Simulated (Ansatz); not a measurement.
`FC(F)(F)CO[SiH3]`. The species carries charge 0 and has multiplicity 1. The geometry is a stationary point of PBE0-D4/def2-TZVP. It is one conformer, not always the lowest.

```xyz
12

F     0.480    2.761   -0.802
C     0.539    1.450   -1.077
F     1.810    1.144   -1.336
F    -0.166    1.235   -2.189
C    -0.005    0.667    0.099
O     0.057   -0.692   -0.192
Si   -0.460   -1.869    0.842
H     0.601    0.935    0.973
H    -1.033    1.011    0.268
H    -0.221   -3.153    0.150
H     0.302   -1.802    2.119
H    -1.905   -1.686    1.146
```

Q: What is the dipole moment at B3LYP/def2-TZVPP? (An estimate is asked.)

A: The calculation gave: 2.50 D, with components (-0.98, -0.72, 2.18) D in this frame, pointing from negative to positive charge.

Q: And with PBE, r2SCAN, ωB97M-V? (Best estimate.)

A: Computed: PBE 2.28 D, r2SCAN 2.38 D, ωB97M-V 2.48 D.

Q: Give the Mulliken charges with B3LYP, r2SCAN, PBE in def2-TZVPP. (An estimate is asked.)

A: The calculation gave: 
| atom | B3LYP | r2SCAN | PBE |
| --- | --- | --- | --- |
| F1 | -0.18 | -0.18 | -0.14 |
| C2 | 0.49 | 0.49 | 0.37 |
| F3 | -0.17 | -0.17 | -0.13 |
| F4 | -0.17 | -0.17 | -0.13 |
| C5 | -0.03 | 0.05 | -0.06 |
| O6 | -0.36 | -0.37 | -0.29 |
| Si7 | 0.41 | 0.43 | 0.34 |
| H8 | 0.10 | 0.07 | 0.10 |
| H9 | 0.10 | 0.07 | 0.10 |
| H10 | -0.05 | -0.06 | -0.04 |
| H11 | -0.07 | -0.08 | -0.06 |
| H12 | -0.07 | -0.08 | -0.06 |

B3LYP here is the variant with VWN-RPA as its local correlation; programs differ in this.
